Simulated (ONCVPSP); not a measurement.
# Au (Z = 79): variants of one ONCV potential

Base potential:

```json
{
  "Element": "Au",
  "Generator": "ONCVPSP 4.0.1",
  "Type": "optimised norm-conserving Vanderbilt (ONCV)",
  "Functional": "LDA (Perdew-Zunger)",
  "Relativity": "scalar-relativistic",
  "Frozen core": "[Kr] 4d10 4f14",
  "Valence charge": "19",
  "Reference configuration": "5s2 5p6 5d10 6s1",
  "Partial waves": "5s+6s: rc 1.55 bohr, ncon 4, nbas 8, qcut 8.8 1/bohr, 2 projectors; 5p: rc 1.20 bohr, ncon 4, nbas 8, qcut 7.5 1/bohr, 1 projector; 5d: rc 1.75 bohr, ncon 5, nbas 9, qcut 10.8 1/bohr, 1 projector",
  "Local potential": "polynomial inside 0.90 bohr (lpopt 5, dvloc0 -1 Ha)",
  "Core correction": "Teter function, fcfact 5, rcfact 1.45"
}
```

All-electron outer shells of the reference configuration (LDA (Perdew-Zunger), scalar-relativistic, ld1.x):

| shell | level (eV) | outermost node (bohr) | outermost maximum (bohr) |
| --- | --- | --- | --- |
| 5s | -108.78 | 0.48 | 0.84 |
| 4f | -81.59 | – | 0.37 |
| 5p | -60.06 | 0.52 | 0.96 |
| 5d | -7.12 | 0.56 | 1.21 |
| 6s | -6.09 | 1.11 | 2.32 |

Cutoffs, loose and tight: the cutoffs (Ha) at which the residual kinetic energy of the hardest occupied pseudo-wave falls to 1 and 0.1 mHa per electron. They do not see the model core or the augmentation charge, which bear on the density cutoff. Test errors are all-electron minus pseudo excitation energies from the reference, over the configurations 5s2 5p6 5d10 6s0; 5s2 5p6 5d9 6s0; 5s2 5p6 5d8 6s0; 5s2 5p6 5d9 6s1 6p1. A dash means not determined; rows that change the core or the reference have their own tests. The largest error is taken over the tests solved by every variant that gives reliable tests at all: 5s2 5p6 5d10 6s0; 5s2 5p6 5d8 6s0; 5s2 5p6 5d9 6s0.

A true bound ghost makes a file unfit for plane-wave use even where its test errors are small: the radial tests pick states by their node count and pass the ghost by.

| change | outcome | cutoff, loose | cutoff, tight | bound ghosts | GHOST(+) flags above zero | largest test error (meV) |
| --- | --- | --- | --- | --- | --- | --- |
| base | generated | 80 Ha | 140 Ha | s | p | -4.9 |
| local potential polynomial inside 0.90 bohr (lpopt 5, dvloc0 3 Ha) | generated | 80 Ha | 140 Ha | none | s | -6.1 |
| core correction Teter function, fcfact 2.8, rcfact 1.45 | generated | 80 Ha | 140 Ha | s | p | -4.5 |
| all radii but the core radius scaled by about 0.77 (s 1.20, p 0.92, d 1.36 bohr); local potential polynomial inside 0.70 bohr (lpopt 5, dvloc0 -1 Ha) | failed: ERROR pspot: first pseudo wave function has node, program will stop | – | – | – | – | – |
| d: qcut 6.2 | generated | 80 Ha | 140 Ha | s | p | -5.1 |
| d: ncon 3, nbas 7 | generated | 80 Ha | 140 Ha | s | p | -4.9 |
| local potential polynomial inside 1.00 bohr (lpopt 5, dvloc0 3 Ha) | generated | 80 Ha | 140 Ha | none | s | -7.3 |
| d: qcut 10.7 | generated | 80 Ha | 140 Ha | s | p | -4.9 |
| core correction none | generated | 80 Ha | 140 Ha | s | p | -3.8 |
| d: nbas 10 | generated | 80 Ha | 140 Ha | s | p | -4.9 |

**Question.** What comes out with this change to the base: s: qcut 7.6; p: qcut 6.5; d: qcut 9.3?

**Answer.** outcome: generated; cutoff, loose: 124 Ha; cutoff, tight: 148 Ha; bound ghosts: s; GHOST(+) flags above zero: p; largest test error (meV): -5.3.

**Question.** What comes out with this change to the base: p: rc 1.46?

**Answer.** outcome: generated; cutoff, loose: 27 Ha; cutoff, tight: 37 Ha; bound ghosts: s; GHOST(+) flags above zero: p; largest test error (meV): -4.8.
